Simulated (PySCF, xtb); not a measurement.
AlBrClHO, SMILES [Br][Al]([Cl])[OH]. Other conformers were not sampled.

Harmonic wavenumbers (cm⁻¹) from GFN2-xTB in xtb at its own minimum, in rising order: 109, 153, 216, 316, 373, 462, 606, 915, 3785.

Question: What does PBE0-D3(BJ)/def2-SVP in PySCF give at its own minimum? (The exact figures need the calculation; the answer reports its results.)

Answer: 130, 186, 220, 342, 366, 532, 609, 920, 3986. Paired by order, the mean absolute difference is 41 cm⁻¹ and the zero-point energies are 9.9 and 10.4 kcal/mol.
